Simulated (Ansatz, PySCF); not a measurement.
Breaking a bond: SMILES [NH3+][BH3-] (H₆BN). The B1–N5 bond (B1 also carries H, H, H; N5 carries H, H, H) is pulled apart rigidly from the PBE0/def2-TZVP optimised geometry.

- RKS-PBE = restricted PBE/cc-pVDZ (Ansatz, a first-principles code)
- UKS-PBE = unrestricted PBE/cc-pVDZ in Ansatz
- RKS-M06-2X = PySCF with restricted M06-2X/cc-pVDZ
- UCCSD(T) = PySCF with CCSD(T) on UHF/cc-pVDZ, 2 core orbitals frozen

Energies relative to the lowest point of each curve near equilibrium, in kJ/mol; the last columns give the difference from UCCSD(T):

```tsv
R / Å	RKS-PBE	UKS-PBE	RKS-M06-2X	UCCSD(T)	RKS-PBE − UCCSD(T)	UKS-PBE − UCCSD(T)	RKS-M06-2X − UCCSD(T)
1.32	137.4	137.4	139.6	150.7	-13.4	-13.4	-11.2
1.39	73.0	73.0	73.6	81.7	-8.6	-8.6	-8.0
1.48	25.7	25.7	25.4	30.2	-4.4	-4.4	-4.8
1.54	9.5	9.5	9.0	12.0	-2.5	-2.5	-3.0
1.59	2.5	2.5	2.2	3.8	-1.3	-1.3	-1.6
1.64	0.0	0.0	0.0	0.3	-0.3	-0.3	-0.3
1.67	0.2	0.2	0.4	0.0	0.2	0.2	0.4
1.75	5.2	5.2	6.2	4.1	1.1	1.1	2.2
1.79	9.5	9.5	11.0	8.0	1.5	1.5	3.0
1.91	26.7	26.7	29.4	24.5	2.3	2.3	5.0
2.03	46.9	46.9	50.5	44.1	2.8	2.8	6.4
2.20	75.8	75.8	79.8	72.1	3.6	3.6	7.6
2.48	117.3	117.3	119.2	111.7	5.6	5.6	7.6
2.74	146.8	146.8	145.9	138.7	8.1	8.1	7.2
2.97	166.3	166.3	163.7	155.9	10.4	10.4	7.8
3.31	186.5	186.5	182.4	173.1	13.4	13.4	9.3
3.65	199.9	199.9	194.3	184.2	15.8	15.8	10.1
4.04	210.1	210.1	202.3	192.2	17.9	17.9	10.1
4.47	216.9	216.9	207.5	197.4	19.5	19.5	10.2
4.88	220.3	220.3	210.3	200.0	20.3	20.3	10.3
5.68	222.8	222.8	212.5	202.1	20.7	20.7	10.4
```

RKS-PBE is furthest from UCCSD(T) at 5.68 (20.7 kJ/mol, above); its mean absolute difference over the points is 8.3 kJ/mol.

UKS-PBE is furthest from UCCSD(T) at 5.68 (20.7 kJ/mol, above); its mean absolute difference over the points is 8.3 kJ/mol.

RKS-M06-2X is furthest from UCCSD(T) at 1.32 (-11.2 kJ/mol, below); its mean absolute difference over the points is 6.5 kJ/mol.
